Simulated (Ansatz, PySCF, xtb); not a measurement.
Complex: H2S (SMILES S) (first 3 atoms) with ClH3Si (SMILES [SiH3]Cl); geometry from B3LYP-D3(BJ)/def2-TZVP, rigid monomers moved along the line of their centres of mass till S1···Si4 is 4.35 Å.
(charge 0, multiplicity 1):
```xyz
8

S      1.2014    -0.0802    -0.5346
H     -0.0448    -0.5280    -0.3149
H      0.8454     1.1874    -0.2732
Si     0.5014     0.1664     3.7560
Cl    -1.1937     1.0562     2.9583
H      0.5722    -1.2252     3.2775
H      0.3605     0.1994     5.2260
H      1.6820     0.9409     3.3354
```

Monomers are frozen at their geometry in the pair; levels with a basis set take the counterpoise correction.

Rows in 6-31G* carry no dispersion term and start afresh at each structure (6-31G* with six Cartesian d functions).

The values were computed with Ansatz (Gaussian basis) for Hartree–Fock, density functionals and correlated methods; PySCF for 6-31G* rows, the dispersion terms; xtb for the GFN methods. Each number belongs to the level named beside it.

Task: One of these levels gives -0.61 kcal/mol for the interaction energy. Which?
A. PBE-D4/def2-TZVPPD
B. GFN-FF
C. GFN1-xTB
D. HF/6-31G*

Result: D, HF/6-31G*. The others give -1.16 (GFN-FF), -1.52 (GFN1-xTB), -1.87 (PBE-D4/def2-TZVPPD)

Ansatz is a quantum-chemistry and plane-wave program.
